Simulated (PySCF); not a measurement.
Al(Br)(NH2)(NMe2) (C₂H₈AlBrN₂), SMILES C[N](C)[Al]([NH2])[Br].

The structure is a stationary point at ωB97X-D3(BJ)/def2-SVP. One conformer was computed; it need not be the lowest.

All values below come from IEF-PCM-M06-2X/def2-SVP (PySCF).

The values are the electrostatic part of the solvation free energy, E(continuum) − E(gas) at the gas-phase geometry, in a cavity of scaled van der Waals radii (PySCF's table); cavitation and dispersion terms are not included. A continuum can't describe solvent molecules that bind to the metal. In vacuum the orbital gap is 8.34 eV. The dipole moment in vacuum is 2.53 D.

Estimate the values in water (ε = 78.36), 1-octanol (ε = 9.86), ethanol (ε = 24.85). (An estimate is asked for; the answer gives what the named calculation found.)


| solvent | ε | ΔG(elec) (kcal/mol) | dipole (D) | gap (eV) |
|---|---|---|---|---|
| water | 78.36 | -4.5 | 3.23 | 8.35 |
| 1-octanol | 9.86 | -3.9 | 3.14 | 8.35 |
| ethanol | 24.85 | -4.3 | 3.20 | 8.35 |
